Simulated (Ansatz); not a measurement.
Reaction (adduct formation): `[CH3][In]([CH3])[F]` + PH₃ → `[CH3][In-]([CH3])([F])[PH3+]`

Program: Ansatz. Geometries: PBE0-D4/def2-TZVP. ΔE: electronic, gas phase. CCSD(T)/CBS is the MP2 limit (def2-TZVPP, def2-QZVPP) plus CCSD(T) − MP2 in def2-TZVPP, frozen cores. This one scheme is used for every species. def2 core potentials past Kr. For In outer-core shells are correlated without core-valence functions, which leaves a few kJ/mol of doubt a bond. One conformer a species, not always the lowest.

`[CH3][In]([CH3])[F]`:

Z-matrix (Å, degrees):
```
C
In 1 2.131
H 1 1.089 2 112.3
H 1 1.091 2 108.6 3 121.3
H 1 1.091 2 108.5 3 -121.3
C 2 2.131 1 144.4 3 -0.6
F 2 1.980 1 107.8 3 179.5
H 6 1.091 2 108.5 1 -121.2
H 6 1.089 2 112.3 1 0.1
H 6 1.091 2 108.5 1 121.4
```

PH₃:

Cartesian coordinates in Å:
```
P -0.551 0.145 -0.113
H 0.476 0.179 -1.093
H -0.169 -1.141 0.353
H 0.243 0.816 0.854
```

`[CH3][In-]([CH3])([F])[PH3+]`:

Cartesian coordinates in Å:
```
C -0.508 -2.054 -1.034
In 0.385 -0.550 0.200
C 2.270 0.434 0.456
F -0.667 -0.403 1.916
P -1.443 1.590 0.036
H 0.081 -2.972 -1.008
H -1.509 -2.266 -0.659
H -0.574 -1.718 -2.070
H 2.221 1.058 1.349
H 3.071 -0.296 0.578
H 2.502 1.059 -0.408
H -1.256 2.422 1.156
H -2.723 1.105 0.367
H -1.851 2.592 -0.879
```

```
             level  ΔE (eV)
SCS-MP2/def2-QZVPP    -0.45
      HF/CBS(def2)    -0.25
```

(1) What does CCSD(T)/CBS give? (Estimate.)

Largest T1 diagnostic among the species: 0.014.

Answers

(1) The calculation gave: -0.50 eV. The listed levels differ from it by 0.05, 0.25 eV.

In def2-TZVPP, CCSD(T) changes the Hartree–Fock value by −0.18 eV (the triples alone add −0.03 eV) and MP2 by −0.22 eV. At CCSD(T), def2-SVP lies +0.06 eV from the extrapolated value and def2-TZVPP +0.07 eV. Leaving LDA and LC-ωPBE aside and taking each functional with its dispersion term where it has one, the values, not all of them listed here, spread over 0.15 eV, from r2SCAN0-D4 to B2PLYP. LDA lies −0.27 eV from PBE without D4.
